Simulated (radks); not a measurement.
Task: Spherical quantum dot in the effective-mass picture: electrons in a parabolic well V = omega^2 r^2 / 2 with omega = 0.0578, with a point charge +1 (a donor) at the centre, all in effective atomic units (hartree* = m*/eps^2 hartree, bohr* = eps/m* bohr), one dielectric constant everywhere. Calculated with a radial shooting solver with Libxc functionals: non-relativistic Kohn-Sham, PBEsol, spin-polarised, spherical densities. Levels are named by radial order and angular momentum (1s, 1p, 1d, 2s, ...), and open shells are averaged over m. Results are scaled to m* = 0.113 and eps = 7.2, for which hartree* = 59.31 meV and bohr* = 3.372 nm. At N = 30 the configuration is 1s2 1p6 1d10 2s2 1f(up 7, down 3). Does electron 31 go into 1f down or 1g up or 2p down?

Result: Into 1f down. The total energies of the other choices lie higher by 0.569 meV (2p down), 0.603 meV (1g up).
